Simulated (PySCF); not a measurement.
In(F)2(SMe) (CH3F2InS), SMILES C[S][In]([F])[F].

Geometry optimised at PBE-D3(BJ)/def2-SVP. The structure was generated by enumeration; whether it is a known compound was not checked. The def2 effective core potentials stand for the cores of In; spin–orbit coupling is left out. Other conformers were not sampled.

Method: PySCF with PBE-D3(BJ)/def2-SVP.

Frequencies are harmonic and unscaled.

Question: Give all harmonic wavenumbers and intensities. (The exact figures need the calculation; the answer reports its results.)

Answer: 
```json
[
 {"mode": "1", "ν (cm⁻¹)": "54", "IR (km/mol)": "0.7", "moving atoms (share of kinetic energy)": "C 30 %, H 27 %, F 26 %, S 17 %"},
 {"mode": "2", "ν (cm⁻¹)": "80", "IR (km/mol)": "6.4", "moving atoms (share of kinetic energy)": "F 56 %, In 16 %, C 15 %"},
 {"mode": "3", "ν (cm⁻¹)": "103", "IR (km/mol)": "14.6", "moving atoms (share of kinetic energy)": "F 42 %, In 31 %, H 18 %, S 9 %"},
 {"mode": "4", "ν (cm⁻¹)": "133", "IR (km/mol)": "29.1", "moving atoms (share of kinetic energy)": "F 87 %, In 8 %"},
 {"mode": "5", "ν (cm⁻¹)": "153", "IR (km/mol)": "6.7", "moving atoms (share of kinetic energy)": "H 71 %, F 15 %"},
 {"mode": "6", "ν (cm⁻¹)": "193", "IR (km/mol)": "0.8", "moving atoms (share of kinetic energy)": "C 46 %, S 19 %, H 18 %, In 14 %"},
 {"mode": "7", "ν (cm⁻¹)": "355", "IR (km/mol)": "11.9", "moving atoms (share of kinetic energy)": "S 79 %, In 13 %"},
 {"mode": "8", "ν (cm⁻¹)": "567", "IR (km/mol)": "46.9", "moving atoms (share of kinetic energy)": "F 88 %, In 12 %"},
 {"mode": "9", "ν (cm⁻¹)": "602", "IR (km/mol)": "61.3", "moving atoms (share of kinetic energy)": "F 82 %, In 17 %"},
 {"mode": "10", "ν (cm⁻¹)": "669", "IR (km/mol)": "1.6", "moving atoms (share of kinetic energy)": "C 62 %, S 30 %, H 8 %"},
 {"mode": "11", "ν (cm⁻¹)": "936", "IR (km/mol)": "7.4", "moving atoms (share of kinetic energy)": "H 85 %, C 14 %"},
 {"mode": "12", "ν (cm⁻¹)": "959", "IR (km/mol)": "9.2", "moving atoms (share of kinetic energy)": "H 83 %, C 15 %"},
 {"mode": "13", "ν (cm⁻¹)": "1291", "IR (km/mol)": "8.0", "moving atoms (share of kinetic energy)": "H 88 %, C 11 %"},
 {"mode": "14", "ν (cm⁻¹)": "1405", "IR (km/mol)": "8.0", "moving atoms (share of kinetic energy)": "H 96 %"},
 {"mode": "15", "ν (cm⁻¹)": "1412", "IR (km/mol)": "6.4", "moving atoms (share of kinetic energy)": "H 95 %"},
 {"mode": "16", "ν (cm⁻¹)": "2987", "IR (km/mol)": "13.0", "moving atoms (share of kinetic energy)": "H 98 %"},
 {"mode": "17", "ν (cm⁻¹)": "3104", "IR (km/mol)": "0.5", "moving atoms (share of kinetic energy)": "H 90 %, C 10 %"},
 {"mode": "18", "ν (cm⁻¹)": "3105", "IR (km/mol)": "3.6", "moving atoms (share of kinetic energy)": "H 90 %, C 10 %"}
]
```
